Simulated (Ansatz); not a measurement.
K₃H₃⁺. Total charge 1; doublet. Geometry PBE-D4/def2-TZVP, that of the neutral singlet; atoms count from 1.

```
atom   x (Å)   y (Å)   z (Å)
  K1   1.349   2.063  -0.374
  K2  -1.597  -0.781  -1.750
  K3   0.248  -1.282   2.123
  H4  -0.260   1.264  -2.062
  H5   1.563   0.760   1.706
  H6  -1.303  -2.023   0.357
```

The structure comes from a short search, and lower isomers may exist.

Problem. Estimate the Mulliken populations from the PBE0/def2-TZVP orbitals of Ansatz.

Solution. 
| atom | charge (e) | spin (α − β) |
| --- | --- | --- |
| K1 | 0.68 | -0.08 |
| K2 | 0.68 | -0.08 |
| K3 | 0.78 | 0.07 |
| H4 | -0.33 | 0.47 |
| H5 | -0.40 | 0.31 |
| H6 | -0.40 | 0.31 |
Mulliken values and Mayer orders depend strongly on the basis.

Problem. Where does the spin sit?

Solution. Summed by element: K -0.09, H 1.09, of 1 unpaired in all. Largest on single atoms: H4 0.47, H5 0.31, H6 0.31.
